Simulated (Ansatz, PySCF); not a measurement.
The pair A = H2O (SMILES O) (first 3 atoms), B = ClH3Si (SMILES [SiH3]Cl); geometry from B3LYP-D3(BJ)/def2-TZVP.
(charge 0, multiplicity 1):
```xyz
8

O      0.1941    -0.2430    -0.1529
H      1.1184    -0.3253    -0.4101
H      0.1356     0.5998     0.3130
Si    -0.2688    -1.0626     2.9331
Cl     0.0091     1.0021     2.9144
H     -0.4976    -1.4341     4.3446
H      0.9583    -1.7061     2.4343
H     -1.4462    -1.3903     2.1150
```

Correlated levels freeze the cores. CBS: X⁻³ extrapolation of the correlation energy, Hartree–Fock from the larger set. MP2 and its Hartree–Fock in aug-cc-pV(T+d)Z are density fitted.

Codes used: Ansatz (a first-principles code) with Gaussian orbitals; PySCF for the dispersion terms. Values without a source in brackets are computed.

The monomers are drawn apart, rigid, along the line of their centres of mass. Counterpoise-corrected interaction energies (kcal/mol):

| level | R = 4.386 Å | R = 5.676 Å |
|---|---|---|
| PBE/def2-TZVPPD | -0.8668 | -0.2707 |
| PBE-D3(BJ)/def2-TZVPPD | -1.1964 | -0.3512 |
| wB97M-V/def2-TZVPPD | -1.0675 | -0.3463 |
| MP2/CBS(aug-cc-pV(D+d)Z, aug-cc-pV(T+d)Z) + ΔCCSD(T)/aug-cc-pV(D+d)Z | -1.0520 | -0.3297 |

Question: R is the distance of the centres of mass. Find the local exponent m of E ∝ R⁻ᵐ between the two points.

Answer: 
m = ln(E₁/E₂)/ln(R₂/R₁): PBE/def2-TZVPPD 4.5; PBE-D3(BJ)/def2-TZVPPD 4.8; wB97M-V/def2-TZVPPD 4.4; MP2/CBS(aug-cc-pV(D+d)Z, aug-cc-pV(T+d)Z) + ΔCCSD(T)/aug-cc-pV(D+d)Z 4.5. For scale, two fixed dipoles give m = 3, dipole and quadrupole 4, quadrupoles 5, and dispersion or dipole-induced dipole 6 at long range; at these distances several terms mix, and what is left of overlap and damping shifts m, so it need not match one of them.
